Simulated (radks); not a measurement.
The numbers below are computed, except where a source is named.
How relativity changes the ionisation of neutral boron ([He] 2s2 2p1) to B+ ([He] 2s2). Spin-unpolarised spherical Kohn-Sham, LDA (Slater exchange, Perdew-Wang correlation), point nucleus unless stated (finite: rms radius 2.406 fm), a radial shooting solver on a logarithmic mesh with Libxc functionals. A level marked "c x" has the speed of light scaled by that factor and shares open shells by 2j + 1; other Dirac levels either fill j = l - 1/2 first or share by 2j + 1.

level	E(B) (hartree)	E(B+) (hartree)	IE (eV)	HOMO	<r> HOMO (bohr)
non-rel.	-24.34320	-24.03731	8.324	2p	2.289
scalar-rel.	-24.35062	-24.04481	8.321	2p	2.289
scalar-rel., finite nucleus	-24.35062	-24.04481	8.321	2p	2.289
Dirac, 2j+1 shares	-24.35062	-24.04481	8.321	2p3/2	2.290
Dirac, low j first	-24.35070	-24.04481	8.324	2p1/2	2.289
Dirac, 2j+1 shares, finite nucleus	-24.35062	-24.04481	8.321	2p3/2	2.290
Dirac, c x 0.75	-24.35639	-24.05065	8.320	2p3/2	2.290
Dirac, c x 1.5	-24.34650	-24.04065	8.323	2p3/2	2.289
Dirac, c x 5	-24.34350	-24.03761	8.324	2p3/2	2.289

NIST Atomic Spectra Database: 8.298 eV (measured). The relativistic part of the total energy of B is -0.007414 hartree (Dirac, 2j+1 shares, finite nucleus), 0.03 % of the non-relativistic value. Spin polarisation and multiplet splitting of open shells are left out at every level.

Beside tabulated values, note that spin-unpolarised runs miss the spin-polarisation part of the exchange energy of open shells.
